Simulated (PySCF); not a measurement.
A structure optimised at PBE-D3(BJ)/def2-SVP, used in a PySCF frequency run:

```xyz
16

C      2.3132    -0.5994     0.0187
B      0.7838    -0.2113     0.0319
C     -0.4541    -1.0450     0.6074
C     -1.6700    -0.3028     0.0056
C     -1.1946     1.1448    -0.2402
N      0.2483     1.0042    -0.4405
H      2.4736    -1.5285    -0.5701
H      2.9810     0.1837    -0.3949
H      2.6620    -0.8367     1.0471
H     -0.4510    -2.1310     0.3829
H     -0.4390    -0.9636     1.7200
H     -2.5858    -0.3351     0.6306
H     -1.9300    -0.7627    -0.9715
H     -1.4143     1.7965     0.6400
H     -1.6947     1.6138    -1.1157
H      0.7737     1.8055    -0.7935
```

Task: Write its SMILES and formula.

Result: CB1CCCN1, C4H10BN

Task: What are its rotational constants (standard atomic weights)?

Result: 6.5455, 2.8437, 2.1116 GHz
